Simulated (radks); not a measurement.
Initial-state core-level shifts of the iron ion Fe+ when its valence configuration changes from [Ar] 3d6 4s1. All-electron calculation, scalar-relativistic Kohn-Sham, PBEsol, spin-polarised, spherical densities, point nucleus; open shells are filled with parallel spins first. Program: a radial shooting solver on a logarithmic mesh with Libxc functionals. Shifts are changes of the shell-averaged eigenvalues in eV (positive: less bound).

valence               1s       2s       3s       3p
3d5 4s1 4p1       -7.670   -8.488   -7.410   -7.202
3d6 4p1           -1.445   -1.358   -1.455   -1.455
3d6.5 4s0.5       +2.658   +3.017   +2.652   +2.566
3d6 4s0.5 4p0.5   -0.729   -0.686   -0.734   -0.734
3d7               +4.993   +5.660   +5.038   +4.877
3d5 4s2           -6.529   -7.317   -6.294   -6.105
3d4 4s1 4p2      -17.200  -19.162  -16.245  -15.771
3d5 4p2           -9.036   -9.796   -8.776   -8.562
3d4 4s0.5 4p2.5  -17.841  -19.788  -16.883  -16.404
